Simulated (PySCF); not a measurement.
# Electron correlation in Ar³⁺ (argon, charge +3)

[Ne] 3s2 3p3, high-spin 4S determinant. Calculation: PySCF 2.14, in aug-cc-pwCVTZ (8s7p5d3f, 75 functions); the non-relativistic Hamiltonian (point nucleus). Frozen: [Ne]; 5 electrons correlated.

| level | correlation energy (mhartree) |
| --- | --- |
| CCSD | -127.04 |
| (T) | -3.47 |
| CCSD(T) | -130.51 |

Diagnostics: T1 = 0.0028, D1 = 0.0075, largest double amplitude 0.059.

Cost of the coupled-cluster step: about 8 core-seconds, for 5 correlated electrons.
